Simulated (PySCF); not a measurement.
C₂H₆InN, SMILES C=[CH][InH][NH2].

Geometry optimised at r2SCAN-D4/def2-SVP. The structure was generated by enumeration; whether it is a known compound was not checked. The def2 effective core potentials stand for the cores of In; spin–orbit coupling is left out. The values are those of a single conformer.

All values below come from r2SCAN/def2-TZVP in PySCF.

Gas-phase values at a fixed geometry.

* **total energy**: -324.70867 hartree
* **highest occupied level**: -5.67 eV
* **lowest empty level**: -1.76 eV
* **orbital gap**: 3.91 eV
* **dipole moment**: 0.52 D
* **quadrupole, principal values (traceless, Buckingham form, about the centre of nuclear charge)**: -2.66, -0.47, 3.13 D·Å
* **mean static polarisability**: 70.4 bohr³ (10.44 Å³)
* **polarisability, principal values**: 47.1, 74.2, 90.1 bohr³
